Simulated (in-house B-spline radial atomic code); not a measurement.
# Ionising Co⁵⁺ with different functionals

Computed with an all-electron radial atomic-structure program (B-spline basis): scalar-relativistic (spin-free X2C) Hamiltonian, Fermi nucleus of rms radius 3.7875 fm, spin-polarised at highest spin, spherical fractional occupations for the functionals, and exact exchange of hybrids averaged over the configuration. The ionisation energy is the difference of two self-consistent energies, [Ar] 3d4 → [Ar] 3d3, without Breit or QED terms; ε is the level of the shell that loses the electron (its least bound occupied spin orbital).

```
   method                    rung  ΔSCF (eV)  -ε(3d) (eV)
     PBE0           global hybrid     103.66        94.91
    B3LYP           global hybrid     103.71        94.22
    TPSSh           global hybrid     103.55        92.67
BHandHLYP           global hybrid     103.55        98.36
  r2SCAN0           global hybrid     104.03        95.36
    B97-1           global hybrid     103.53        94.19
    HSE06  range-separated hybrid     103.59        94.42
    wB97X  range-separated hybrid     103.23        96.85
CAM-B3LYP  range-separated hybrid     103.67        96.24
  LC-wPBE  range-separated hybrid     103.62        96.96
```

Q: Among the functionals, which spreads more, the ΔSCF values or the orbital energies?

A: The orbital energies: ΔSCF values span about 0.80 eV and the orbital energies 5.69 eV; here energy differences depend much less on the functional than eigenvalues do.

Q: How do they compare with the NIST value?

A: NIST lists 102.0 eV ± 0.2 (semi-empirical, ground level to ground level). Errors run from +1.23 to +2.03 eV. The correlated functionals all miss on the same side by more than they spread, so the cause is common to them (spin-orbit coupling, Breit-QED terms, multiplet and fine-structure energies, or a listed next ion that isn't the cheapest removal here) and closeness doesn't rank the functionals.
